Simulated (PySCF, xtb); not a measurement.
Si(OH)3(NH2) (H5NO3Si), SMILES N[Si](O)(O)O. Atoms are numbered in the order given.

```xyz
10

N      1.5912    -0.5831    -0.1390
Si    -0.0145     0.0095    -0.0161
O     -0.0285     1.2826     1.0504
O     -0.6131     0.5823    -1.4427
O     -1.0050    -1.2401     0.4486
H      1.7562    -1.4349    -0.6662
H      2.3433     0.0809    -0.2943
H      0.3730     1.1269     1.9102
H     -1.5121     0.9248    -1.4174
H     -0.7236    -1.7478     1.2153
```
Charge 0, spin multiplicity 1.

The structure is a stationary point at ωB97X-D3(BJ)/def2-SVP. A frequency run showed that this geometry is not a minimum. One conformer was computed; it need not be the lowest.

Level of theory: IEF-PCM-B3LYP/def2-SVP (PySCF).

The values are the electrostatic part of the solvation free energy, E(continuum) − E(gas) at the gas-phase geometry, in a cavity of scaled van der Waals radii (PySCF's table); cavitation and dispersion terms are not included. In vacuum the orbital gap is 7.96 eV. The dipole moment in vacuum is 2.27 D.

Estimate the values in water (ε = 78.36), acetonitrile (ε = 35.69), diethylether (ε = 4.24). (Estimate from the structure and the level; the computed values follow.)


| solvent | ε | ΔG(elec) (kcal/mol) | dipole (D) | gap (eV) |
|---|---|---|---|---|
| water | 78.36 | -11.8 | 2.76 | 8.15 |
| acetonitrile | 35.69 | -11.5 | 2.74 | 8.14 |
| diethylether | 4.24 | -8.0 | 2.59 | 8.09 |

For comparison, GFN2-xTB/ALPB(water) (xtb, at the GFN2-xTB geometry, all terms of that model) gives -14.1 kcal/mol.
